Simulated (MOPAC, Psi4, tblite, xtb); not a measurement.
Dimer C4H4O ··· H3O+ (SMILES c1ccoc1 and [OH3+]) (charge +1), singlet at R = 4.38 Å between the centres of mass, closest contact 2.36 Å (a random orientation, not optimised). Geometry in Å and degrees:

```
C
C 1 1.3552
O 2 1.3616 1 110.32
C 3 1.3615 2 106.95 1 0.03
C 4 1.3552 3 110.34 2 -0.02
H 2 1.0752 1 133.63 5 179.98
H 4 1.0752 5 133.62 1 -179.98
H 5 1.0766 4 126.45 7 0.03
H 1 1.0766 2 126.43 6 -0.02
H 9 2.3607 1 104.17 2 -18.91
O 10 0.9811 9 121.38 1 -124.46
H 11 0.9811 10 113.40 9 -55.38
H 11 0.9811 10 113.40 12 131.21
```

Computed with: GFN2-xTB (tblite); SAPT0/jun-cc-pVDZ, frozen core (Psi4); B3LYP/def2-TZVP, counterpoise-corrected (Psi4); B3LYP-D3(BJ)/def2-TZVP, counterpoise-corrected (Psi4); HF/aug-cc-pVDZ, counterpoise-corrected (Psi4); MP2/aug-cc-pVDZ = DF-MP2/aug-cc-pVDZ, frozen core, counterpoise-corrected run with Psi4 1.11; SCS-MP2/aug-cc-pVDZ = DF-SCS-MP2/aug-cc-pVDZ, frozen core, counterpoise-corrected run with Psi4; PM7, restricted, heats of formation (MOPAC); PM6, restricted, heats of formation (MOPAC); GFN1-xTB (xtb).

What interaction energy does each level give?


| method | E_int / kcal/mol |
|---|---|
| B3LYP-D3(BJ)/def2-TZVP | -4.37 |
| MP2/aug-cc-pVDZ | -3.48 |
| PM7 | -3.13 |
| SCS-MP2/aug-cc-pVDZ | -3.12 |
| B3LYP/def2-TZVP | -3.06 |
| GFN2-xTB | -2.88 |
| GFN1-xTB | -2.41 |
| HF/aug-cc-pVDZ | -1.89 |
| SAPT0/jun-cc-pVDZ | -1.72 |
| PM6 | -1.18 |
